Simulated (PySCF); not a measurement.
## `N[Si](N)(N)O`, H7N3OSi

Geometry:
```
atom   x (Å)   y (Å)   z (Å)
  N1  -1.261   1.115  -0.267
 Si2  -0.230  -0.173   0.204
  N3   1.358   0.377   0.612
  N4  -0.238  -1.262  -1.132
  O5  -0.799  -0.925   1.583
  H6  -1.582   1.835   0.366
  H7  -1.323   1.391  -1.238
  H8   1.803   1.078   0.031
  H9   2.044  -0.261   0.999
 H10  -1.107  -1.735  -1.358
 H11   0.540  -1.906  -1.218
 H12  -0.587  -0.459   2.397
```

Method: GIAO B3LYP/aug-pcSseg-1 magnetisability, rotational g tensor and spin-rotation constants, non-relativistic, gas phase in PySCF. Geometry: PBE0-D3(BJ)/def2-SVP.

Question: Give the nuclear spin-rotation constants along the inertial axes (H = +C I·J) beside the isotropic shieldings.

Answer: Rotational constants 3.8344, 3.5721, 3.4913 GHz. A star marks the isotopologue with that one atom substituted, in its own axes.
| atom | isotope | Caa (kHz) | Cbb (kHz) | Ccc (kHz) | mean (kHz) | σ (ppm) |
| --- | --- | --- | --- | --- | --- | --- |
| N1 | 14N | 0.172 | 0.123 | 0.160 | 0.152 | 232.1 |
| N3 | 14N | 0.162 | 0.174 | 0.135 | 0.157 | 228.6 |
| N4 | 14N | 0.165 | 0.134 | 0.166 | 0.155 | 229.8 |
| H6 | 1H | -0.419 | 0.023 | -0.439 | -0.278 | 31.0 |
| H7 | 1H | -0.079 | -0.407 | -0.298 | -0.261 | 30.5 |
| H8 | 1H | -0.436 | -0.425 | 0.021 | -0.280 | 30.9 |
| H9 | 1H | -0.161 | -0.235 | -0.409 | -0.268 | 30.8 |
| H10 | 1H | -0.208 | -0.386 | -0.207 | -0.267 | 30.7 |
| H11 | 1H | -0.390 | -0.026 | -0.422 | -0.279 | 31.1 |
| H12 | 1H | -0.132 | -0.287 | -0.413 | -0.277 | 30.3 |
| Si2 | 29Si* | -2.401 | -2.082 | -2.075 | -2.186 | 377.2 |
| O5 | 17O* | -0.434 | -0.437 | -0.332 | -0.401 | 261.6 |

For the geometry as given, no vibrational averaging.

Question: How do the rotational constants and the g tensor change when H6, H7, H8, H9, H10, H11, H12 are replaced by deuterium?

Answer: Constants 3.2320, 3.0492, 2.8838 GHz; g -0.0004, -0.0026, 0.0051, against -0.0004, -0.0029, 0.0061 before.
